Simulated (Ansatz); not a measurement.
Geometry optimisation, Ansatz 0.2.0, RKS PBE/6-31G*.

Input file:

```yaml
crystal:
  periodic: [false, false, false]
  atoms:
    - { symbol: F, position_ang: [-1.6356, 0.8568, 0.3607] }
    - { symbol: C, position_ang: [-0.4305, 1.3794, 0.5267] }
    - { symbol: S, position_ang: [0.6236, 0.08, 1.1118] }
    - { symbol: Si, position_ang: [0.576, -1.3486, -0.4523] }
    - { symbol: H, position_ang: [-0.0707, 1.7881, -0.4392] }
    - { symbol: H, position_ang: [-0.4762, 2.2042, 1.2629] }
    - { symbol: H, position_ang: [-0.41381, -0.99863, -1.46588] }
    - { symbol: H, position_ang: [1.95039, -1.35324, -1.08426] }
    - { symbol: H, position_ang: [0.35402, -2.63961, 0.13717] }
basis:
  gaussian: { orbitals: "6-31G*" }
hamiltonian:
  xc: pbe
relax:
  f_tol: 0.015
  max_steps: 40
output:
  orbitals: {}
```

Command:

```bash
$ ansatz run input.yaml --threads 1 --pin off --max-ram 2048MiB --backend cpu --events-out ev --progress --plain --runs-dir out
```

**Question.** Where does it end, and by what steps?

**Answer.** It converged. After 13 steps the energy has fallen by 0.368 eV; H7 moved furthest, 0.69 Å.

```csv
step,energy less start (eV),largest force component (eV/Å),accepted
0,0.0000,2.943,yes
1,-0.2586,0.925,yes
2,-0.2892,0.259,yes
3,-0.2952,0.145,yes
4,-0.2973,0.031,yes
5,-0.3004,0.201,yes
6,-0.3015,0.365,yes
7,-0.3084,0.242,yes
8,-0.3386,0.162,yes
9,-0.3527,0.266,yes
10,-0.3613,0.138,yes
11,-0.3662,0.110,yes
12,-0.3680,0.035,yes
13,-0.3682,0.013,yes
```

```xyz
9
Properties=species:S:1:pos:R:3
F -1.638 0.532 0.800
C -0.519 1.312 0.551
S 1.047 0.400 0.857
Si 0.704 -1.247 -0.505
H -0.558 1.653 -0.498
H -0.515 2.175 1.239
H 0.129 -0.708 -1.783
H 2.047 -1.862 -0.751
H -0.220 -2.287 0.048
```

Time of the run: 44 s on 1 thread of Arm Neoverse V1, with other jobs on the host, peak memory 0.14 GiB.
